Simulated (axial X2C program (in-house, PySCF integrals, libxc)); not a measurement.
**What spin–orbit coupling does to VGe**

Computed with an in-house relativistic program for diatomic molecules. Spin-free means the one-electron spin-free X2C Hamiltonian; two-component (2c) means X2C with spin–orbit coupling and atomic mean-field two-electron Coulomb and Gaunt terms, so the difference of the two also holds small scalar two-electron terms. Basis: Ge dyall-cv3z [9s9p7d4f1g], V dyall-cv3z [10s10p6d4f2g] (cores contracted in-house); Gaussian nuclei, density fitting, unrestricted open shells. Masses: Ge 73.921 u, V 50.944 u.

Spin-free state: M_S = 5/2, Λ = 0 (beyond evenly filled blocks: σα, π+α, π-α, δ+α, δ-α); fragments Ge + V.

| level | Re (Å) | ωe (cm⁻¹) | De (eV) | μ (D) |
| --- | --- | --- | --- | --- |
| BHandHLYP | 2.474 | 258.1 | 1.276 | 3.77 |

Dipoles are positive if V is the positive end.

Two-component determinant lowest at the distance of the search:

Ω = 5/2 (⟨Sz⟩ = 2.50, ⟨Lz⟩ = 0.00 at BHandHLYP); fragments Ge + V.

```tsv
level	Re (Å)	ωe (cm⁻¹)	μ (D)
BHandHLYP	2.474	257.6	3.75
```

Q: From the two tables, how do the constants change at the BHandHLYP level (2c against spin-free)?

A: At the BHandHLYP level Re stays the same within 0.001 Å and ωe drops by 0.5 cm⁻¹.

Occupations by symmetry block were frozen at the best pattern of an incomplete PBE0 search. Dissociation energies refer to the lowest single-determinant-based atoms at the same level and basis. De is not given where an atomic determinant may have missed its ground term or J level, or where the truncated virtual space spoils (T). Density functionals use the spin component along the axis (collinear). Other states lie close and PBE0, whose exact exchange favours high spin, may order them wrongly; the determinant shown need not be the ground state. The nearest other spin-free determinant of the search, M_S = 7/2, Λ = 1, lies 0.47 eV up at the distance of the search. The functionals have no current-density term, which raises determinants with orbital currents, atoms included. With several unpaired electrons one determinant need not be a pure state. This is the top spin component of a Σ state; components of lower Ω are not single determinants and can lie lower.
